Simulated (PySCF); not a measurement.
Isomers of C7H12Ge and their computed core-level spectra.

Computed, not measured: PySCF, delta-SCF UKS SCAN, pcX-2 on the ionised atom, pcseg-1 elsewhere, spin-free X2C. Geometries: PBE0-D3(BJ)/def2-SVP; isolated species, one conformer each.

Line lists (1s up to Mg, 2p3/2 beyond, nothing for Ge; areas count atoms within a level, one atom standing for each set equivalent by bonding):
1. C 1s: 289.85 (area 2), 289.94 (area 2), 290.02 (area 1), 290.47 (area 2) eV
2. C 1s: 289.34 (area 2), 289.97 (area 1), 290.20 (area 2), 290.43 (area 1), 290.43 (area 1) eV
3. C 1s: 289.65 (area 1), 289.93 (area 1), 289.97 (area 1), 290.04 (area 1), 290.41 (area 2), 290.47 (area 1) eV
4. C 1s: 289.35 (area 1), 289.54 (area 1), 289.99 (area 1), 290.27 (area 1), 290.42 (area 1), 290.50 (area 1), 290.53 (area 1) eV

Structures:
A. `CCC[C]1=CC=[CH][GeH2]1`
B. `CC[CH2][GeH]1[CH]=CC=[CH]1`
C. `[GeH2]1[CH2]C=C(C2CC2)[CH2]1`
D. `C1=C[CH2][GeH]([CH]2CC2)[CH2]1`

Match each list to its structure.

- 1 = D: no other candidate has these counts of sites. C 1s: 289.85 sp3 carbon bound to germanium (×2), 289.94 alkene CH carbon (×2), 290.02 sp3 carbon bound to germanium, 290.47 three-membered-ring carbon (×2).
- 2 = B: no other candidate has these counts of sites. C 1s: 289.34 alkene CH carbon (×2), 289.97 sp3 carbon bound to germanium, 290.20 alkene CH carbon (×2), 290.43 methyl carbon, 290.43 chain CH2 carbon.
- 3 = C: no other candidate has these counts of sites. C 1s: 289.65 alkene CH carbon, 289.93 sp3 carbon bound to germanium, 289.97 sp3 carbon bound to germanium, 290.04 fully substituted alkene carbon, 290.41 three-membered-ring carbon (×2), 290.47 allylic carbon.
- 4 = A: no other candidate has these counts of sites. C 1s: 289.35 alkene CH carbon, 289.54 fully substituted alkene carbon, 289.99 alkene CH carbon, 290.27 alkene CH carbon, 290.42 chain CH2 carbon, 290.50 allylic carbon, 290.53 methyl carbon.

4 of these hole states are spin-contaminated (⟨S²⟩ up to 0.92, against 0.75; counted from 0.85) and less certain.
